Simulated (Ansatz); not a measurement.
La₂O₂ (the lowest singlet isomer of a short search), 4 atoms. Hardware: 4 threads of AMD EPYC 9B45 on a shared host.

In the def2 sets La takes a core potential; there is no spin–orbit coupling. Correlated methods freeze 2 core orbitals; core or outer-core shells of La are correlated, in sets that lack core-valence functions.

(1) How many basis functions does each of these Ansatz runs have, and roughly what does it cost? PBE with 15 % exact exchange/def2-TZVP, charge 0 triplet, energy, from earlier orbitals; PBE0-D4/def2-TZVPD, charge -1 doublet at the geometry of the charge 0 singlet, energy, from earlier orbitals; PBE with 15 % exact exchange/def2-TZVP, charge 0 singlet, energy, from earlier orbitals; PBE with 35 % exact exchange/def2-TZVP, charge 0 singlet, energy, from earlier orbitals; PBE with 5 % exact exchange/def2-TZVP, charge 0 singlet, energy, from earlier orbitals; CCSD(T)/def2-TZVPP, charge 0 singlet, energy, from earlier orbitals; r2SCAN-D4/def2-TZVP, charge 0 triplet, energy, from earlier orbitals; MP2/def2-TZVP, charge 0 singlet, energy, from earlier orbitals; PBE0-D4/def2-TZVP, charge 0 singlet, relaxation, 16 steps; PBE-QIDH/def2-TZVP, charge 0 triplet, energy, from earlier orbitals; PBE with 5 % exact exchange/def2-TZVP, charge 0 quintet, energy, from earlier orbitals; ωB97M-V/def2-TZVP, charge 0 singlet, energy, from earlier orbitals.

Answers

(1) Other jobs shared the machine, so times can vary by a factor of up to 3. A dash marks memory too small to be measured apart from the calling script's.

| run | functions | fitting or Cholesky vectors | wall time | peak host memory (GiB) |
| --- | --- | --- | --- | --- |
| MP2/def2-TZVP, charge 0 singlet, energy, from earlier orbitals | 142 | 1108 | 0.6 s | – |
| PBE with 35 % exact exchange/def2-TZVP, charge 0 singlet, energy, from earlier orbitals | 142 | 1070 | 0.75 s | – |
| PBE with 5 % exact exchange/def2-TZVP, charge 0 singlet, energy, from earlier orbitals | 142 | 938 | 0.75 s | – |
| PBE with 15 % exact exchange/def2-TZVP, charge 0 singlet, energy, from earlier orbitals | 142 | 938 | 0.8 s | – |
| PBE with 15 % exact exchange/def2-TZVP, charge 0 triplet, energy, from earlier orbitals | 142 | 938 | 1.4 s | – |
| PBE with 5 % exact exchange/def2-TZVP, charge 0 quintet, energy, from earlier orbitals | 142 | 938 | 1.6 s | – |
| PBE0-D4/def2-TZVPD, charge -1 doublet at the geometry of the charge 0 singlet, energy, from earlier orbitals | 166 | 1144 | 2.3 s | – |
| PBE-QIDH/def2-TZVP, charge 0 triplet, energy, from earlier orbitals | 142 | 1108 | 2.4 s | – |
| r2SCAN-D4/def2-TZVP, charge 0 triplet, energy, from earlier orbitals | 142 | 938 | 2.5 s | – |
| ωB97M-V/def2-TZVP, charge 0 singlet, energy, from earlier orbitals | 142 | 938 | 3.3 s | – |
| PBE0-D4/def2-TZVP, charge 0 singlet, relaxation, 16 steps | 142 | 1010 | 13 s | – |
| CCSD(T)/def2-TZVPP, charge 0 singlet, energy, from earlier orbitals | 174 | 1120 | 30 s | 2.1 |
